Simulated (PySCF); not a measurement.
Species: H₂.
SMILES: `[H][H]`

The calculation used PBE0-D3(BJ)/def2-SVP geometry optimisation, gas phase in PySCF 2.14.0.

Take the most abundant isotopes and a rigid rotor. 

(1) What are the moment of inertia and the rotational constant?

(2) List the first levels of a rigid rotor in a Σ state.

(3) Has it a pure rotational spectrum?

Answers

(1) I = 0.292 u·Å², B = 505379 MHz·u·Å²/I = 1731989 MHz (57.7729 cm⁻¹, or 83.122 K as hB/k). For two atoms I = μr² with μ = 0.5039 u and r = 0.7610 Å.

(2) E(J) = BJ(J+1): J = 1: 115.546, J = 2: 346.638, J = 3: 693.275, J = 4: 1155.459, J = 5: 1733.188, J = 6: 2426.463 cm⁻¹.

(3) Not by electric dipole: D∞h allows no dipole (computed 0.00 D). Rotational Raman lines (ΔJ = 2) lie at B(4J + 6), spaced by 4B = 231.092 cm⁻¹, with nuclear-spin weights that differ between even and odd J.

PBE0-D3(BJ)/def2-SVP frequencies: not computed here. No vibrational averaging or centrifugal distortion is included, and the geometry carries the error of its method.

On one thread of an Arm Neoverse V1 (shared host), this took 0.66 s of wall time and 0.22 GiB of memory at its peak. These figures are those of the optimisation.
